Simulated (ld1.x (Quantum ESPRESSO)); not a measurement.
**What the settings do to the TM potential of beryllium**

Base potential:

| Item | Value |
| --- | --- |
| Element | beryllium (Be) |
| Generator | ld1.x (Quantum ESPRESSO) 7.5 |
| Type | norm-conserving Troullier–Martins (Kleinman–Bylander form) |
| Functional | LDA (PZ) |
| Relativity | scalar-relativistic |
| Frozen core | [He] |
| Valence charge | 2 |
| Reference configuration | 2s2 2p0 |
| Partial waves | 2s (bound): rc 2.05 bohr; 2p (bound, empty): rc 4.20 bohr; 3d channel at 0.05 Ry: rc 3.90 bohr |
| Local potential | all-electron potential smoothed inside 2.45 bohr (lloc = -1) |
| Core correction | none |

All-electron outer shells of the reference configuration (LDA (PZ), scalar-relativistic, ld1.x):

```json
{"shell": "1s", "level (eV)": "-104.93", "outermost node (bohr)": "–", "outermost maximum (bohr)": "0.27"}
{"shell": "2s", "level (eV)": "-5.61", "outermost node (bohr)": "0.60", "outermost maximum (bohr)": "2.04"}
{"shell": "2p", "level (eV)": "-2.10", "outermost node (bohr)": "–", "outermost maximum (bohr)": "2.28"}
```

Cutoffs, loose and tight: the cutoffs (Ry, on a coarse ladder) from which the occupation-weighted sum of valence levels, in a spherical-Bessel basis at the reference potential, stays within 10 and 1 mRy of its value at 400 Ry. They do not see the model core or the augmentation charge, which bear on the density cutoff. Test errors are all-electron minus pseudo excitation energies from the reference, over the configurations 2s1 2p0; 2s1.5 2p0; 2s1 2p1; 2s0 2p2; 2s0 2p1 (two spin-polarised tests are not counted in the largest error). A dash means not determined; rows that change the core or the reference have their own tests.

| change | outcome | cutoff, loose | cutoff, tight | bound ghosts | largest test error (meV) |
| --- | --- | --- | --- | --- | --- |
| base | generated | 8 Ry | 21 Ry | none | -150 |
| core correction a·sin(br)/r model core inside 0.90 bohr | generated | 8 Ry | 21 Ry | none | -193 |
| core correction a·sin(br)/r model core inside 1.14 bohr | generated | 8 Ry | 21 Ry | none | -187 |
| core correction a·sin(br)/r model core inside 1.38 bohr | generated | 8 Ry | 21 Ry | none | -174 |
| core correction a·sin(br)/r model core inside 1.60 bohr | generated | 8 Ry | 21 Ry | none | -162 |
| core correction a·sin(br)/r model core inside 1.82 bohr | generated | 8 Ry | 21 Ry | none | -155 |
| core correction a·sin(br)/r model core inside 2.02 bohr | generated | 8 Ry | 21 Ry | none | -152 |
| core correction a·sin(br)/r model core inside 2.18 bohr | generated | 8 Ry | 21 Ry | none | -151 |
| core correction a·sin(br)/r model core inside 2.48 bohr | generated | 8 Ry | 21 Ry | none | -150 |
